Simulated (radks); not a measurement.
The numbers below are computed, except where a source is named.
All-electron atom: Hg4+ in [Kr] 4d10 4f14 5s1 5p6 5d9 (not the ground configuration). Level of theory: Dirac Kohn-Sham, HCTH/407, spin-unpolarised, spherical densities, point nucleus; open shells fill j = l - 1/2 first (a radial shooting solver on a logarithmic mesh with Libxc functionals).

Spin-orbit splittings of the eigenvalues, e(l+1/2) - e(l-1/2), with zeta = 2 splitting/(2l+1) and mean radii in bohr:

| shell | occ. | splitting (eV) | zeta (eV) | <r> j=l-1/2 | <r> j=l+1/2 |
|---|---|---|---|---|---|
| 2p | 6 | 1948 | 1299 | 0.05692 | 0.06559 |
| 3p | 6 | 431.8 | 287.9 | 0.1704 | 0.1863 |
| 3d | 10 | 92.68 | 37.07 | 0.1620 | 0.1668 |
| 4p | 6 | 104.5 | 69.68 | 0.4007 | 0.4348 |
| 4d | 10 | 19.54 | 7.818 | 0.4414 | 0.4525 |
| 4f | 14 | 4.253 | 1.215 | 0.4756 | 0.4822 |
| 5p | 6 | 19.16 | 12.78 | 0.9555 | 1.043 |
| 5d | 9 | 2.356 | 0.9423 | 1.290 | 1.327 |
| 6p | 0 | 2.922 | 1.948 | 2.376 | 2.556 |
